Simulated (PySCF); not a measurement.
RuH₄: from structure and modes to constants

Level of theory: PySCF, PBE0, basis Ru def2-TZVP with ECP28, H def2-TZVP (scalar-relativistic core potentials, no spin–orbit coupling, density fitting).

The singlet minimum has C4v symmetry. Masses (u): Ru 101.90435, H 1.00782.

```xyz
5
charge 0 multiplicity 1, angstrom
Ru    0.0000    0.0000   -0.0361
H     0.0000    1.2003    0.9128
H     0.0000   -1.2003    0.9128
H     1.2003    0.0000    0.9128
H    -1.2003    0.0000    0.9128
```

Harmonic wavenumbers (cm⁻¹): 561.4 (e, ×2), 804.5 (b1, ×1), 895.7 (b2, ×1), 969.7 (a1, ×1), 2269.9 (b1, ×1), 2288.6 (e, ×2), 2310.6 (a1, ×1).

**Question.** Find the principal moments of inertia and the rotational constants. What kind of rotor is it?

**Answer.** About the centre of mass I = 5.8079, 6.3959, 6.3959 u Å². With B = 16.8576/I this gives 2.903, 2.636, 2.636 cm⁻¹. The molecule is a prolate symmetric top.

**Question.** What is the harmonic zero-point energy?

**Answer.** Half the sum of all 9 wavenumbers, 12951/2 = 6475 cm⁻¹, which is 77.5 kJ/mol (1 cm⁻¹ = 0.0119627 kJ/mol).

**Question.** Give the standard entropy (298.15 K, 1 bar) by its translational, rotational, vibrational and spin parts, and Cp.

**Answer.** Sackur–Tetrode with M = 105.94 u gives 167.0; rotation with symmetry number 4 gives 59.7; vibration 6.3; spin R ln 1 = 0.0. The total is 233.0 J/(mol K), and Cp = 4 R + 15.9 = 49.2 J/(mol K).

Other isomers or separated fragments may lie lower.
